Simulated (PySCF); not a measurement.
SMILES CC(=O)[SiH2][SiH2]C(C)=O, GFN2-xTB optimised geometry.

```
18

C      1.92     1.38     0.28
C      1.24     0.40    -0.63
O      0.83     0.70    -1.73
Si     0.86    -1.38     0.00
Si    -1.46    -1.38     0.00
C     -1.84     0.51     0.00
C     -2.52     1.13    -1.18
O     -1.43     1.16     0.94
H      1.21     1.63     1.07
H      2.20     2.29    -0.25
H      2.80     0.93     0.74
H      1.47    -2.29    -0.98
H      1.55    -1.59     1.28
H     -2.14    -2.00    -1.14
H     -2.06    -1.92     1.22
H     -3.40     0.55    -1.46
H     -2.80     2.17    -0.98
H     -1.81     1.10    -2.00
```

Density from PySCF with CAM-B3LYP/def2-SVP at that geometry.

Minimum of the electron density along straight lines between bonded atoms, close to the bond critical point (lines longer than 1.1 times the sum of covalent radii, or with two minima, are not listed):

```tsv
bond	length / Å	ρ at the minimum / e bohr⁻³	∇²ρ there / e bohr⁻⁵	position (fraction from the first atom)
C1–C2	1.497	0.264	-0.65	0.49
C2–O3	1.214	0.404	0.40	0.33
C2–Si4	1.928	0.111	0.29	0.62
Si5–C6	1.928	0.111	0.29	0.38
C6–C7	1.497	0.264	-0.65	0.51
C6–O8	1.214	0.404	0.40	0.33
C1–H9	1.091	0.273	-1.02	0.64
C1–H10	1.088	0.276	-1.04	0.64
C1–H11	1.087	0.275	-1.02	0.63
Si4–H12	1.466	0.116	0.33	0.49
Si4–H13	1.469	0.116	0.32	0.49
Si5–H14	1.469	0.116	0.32	0.49
Si5–H15	1.466	0.116	0.33	0.49
C7–H16	1.087	0.275	-1.02	0.63
C7–H17	1.088	0.276	-1.04	0.64
C7–H18	1.091	0.273	-1.02	0.64
```
